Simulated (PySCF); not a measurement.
## Interval between two levels of Pb³⁺ by level of theory

Pb³⁺ [Xe] 4f14 5d10 6s1 [2S1/2, M_J = 1/2] → Pb³⁺ [Xe] 4f14 5d9 6s1 6p1 [4F9/2, M_J = 9/2], as a difference of total energies. Computed with PySCF 2.14 in x2c-TZVPall-2c (11s11p9d3f, 110 functions), with the two-component X2C-1e Hamiltonian. Correlated levels: [Kr] 4d10 4f14 frozen; the 24 highest virtual spinors dropped. "Screened" scales the spin-orbit matrix elements by Boettger's factors to mimic the two-electron term; Breit and QED terms are absent.

```csv
method,interval between two levels (cm⁻¹)
GHF (screened spin-orbit),182030
GMP2 (screened spin-orbit),188490
```

The labels give the starting determinants; with spin-orbit coupling the two ends relaxed to ⟨J²⟩ = 0.75, ⟨L²⟩ = 0.20, ⟨S²⟩ = 0.95 and ⟨J²⟩ = 24.76, ⟨L²⟩ = 12.19, ⟨S²⟩ = 3.94.
